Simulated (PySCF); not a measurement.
# ORD: SMILES OC(=O)[C@@H]1[SiH2][C@H]1O[SiH3], C₃H₈O₃Si₂

Geometry:
```json
{"atom": "O1", "x (Å)": "2.166", "y (Å)": "-1.161", "z (Å)": "1.788"}
{"atom": "C2", "x (Å)": "1.732", "y (Å)": "-0.412", "z (Å)": "0.947"}
{"atom": "O3", "x (Å)": "2.294", "y (Å)": "0.806", "z (Å)": "0.730"}
{"atom": "C4", "x (Å)": "0.638", "y (Å)": "-0.684", "z (Å)": "0.031"}
{"atom": "Si5", "x (Å)": "0.929", "y (Å)": "-0.261", "z (Å)": "-1.820"}
{"atom": "C6", "x (Å)": "-0.189", "y (Å)": "0.498", "z (Å)": "-0.510"}
{"atom": "O7", "x (Å)": "-1.548", "y (Å)": "0.269", "z (Å)": "-0.613"}
{"atom": "Si8", "x (Å)": "-2.678", "y (Å)": "0.244", "z (Å)": "0.556"}
{"atom": "H9", "x (Å)": "3.028", "y (Å)": "0.931", "z (Å)": "1.351"}
{"atom": "H10", "x (Å)": "0.067", "y (Å)": "-1.566", "z (Å)": "0.288"}
{"atom": "H11", "x (Å)": "0.307", "y (Å)": "-1.195", "z (Å)": "-2.738"}
{"atom": "H12", "x (Å)": "2.190", "y (Å)": "0.376", "z (Å)": "-2.136"}
{"atom": "H13", "x (Å)": "0.046", "y (Å)": "1.453", "z (Å)": "-0.047"}
{"atom": "H14", "x (Å)": "-2.400", "y (Å)": "-0.777", "z (Å)": "1.569"}
{"atom": "H15", "x (Å)": "-3.832", "y (Å)": "-0.061", "z (Å)": "-0.272"}
{"atom": "H16", "x (Å)": "-2.757", "y (Å)": "1.547", "z (Å)": "1.224"}
```

Level of theory: TDDFT B3LYP/def2-SVPD circular dichroism and optical rotation, one conformer, gas phase in PySCF 2.14.0. Geometry: GFN2-xTB.

The molecule is flexible and this is one conformer; a measurement averages over conformers. States above about 6.9 eV lie in this functional's continuum (it starts at minus the energy of the highest occupied orbital, well below the true ionisation energy for most functionals) and depend on the basis.

Stereocentres: C4 S, C6 R.

Question: Give the optical rotatory dispersion at 633, 589.3, 546, 436, 405, 365, 355 nm.

Answer: [α] in deg dm⁻¹ (g/mL)⁻¹:
```
λ (nm)  origin-invariant length gauge  modified velocity gauge  length gauge (centre of mass)  isotropic polarisability (au)
   633                         -107.7                    -98.6                         -107.3                          104.4
 589.3                         -128.8                   -118.0                         -128.3                          104.9
   546                         -157.0                   -144.0                         -156.4                          105.6
   436                         -298.6                   -275.1                         -297.4                          108.7
   405                         -378.9                   -350.1                         -377.4                          110.2
   365                         -550.0                   -510.8                         -547.9                          112.8
   355                         -613.4                   -570.7                         -611.0                          113.7
```

Question: And for the mirror image at 589.3 nm?

Answer: +128.8 deg dm⁻¹ (g/mL)⁻¹ (origin-invariant length gauge): the same size and the opposite sign.

Question: What is the molar rotation [Φ] = [α]·M/100 of the geometry above at 589.3 nm?

Answer: With M = 148.26 g/mol, -191.0 deg cm² dmol⁻¹ (origin-invariant length gauge).

The first excitation lies at 5.13 eV (242 nm) with R = -14.8 × 10⁻⁴⁰ esu² cm² (velocity form).
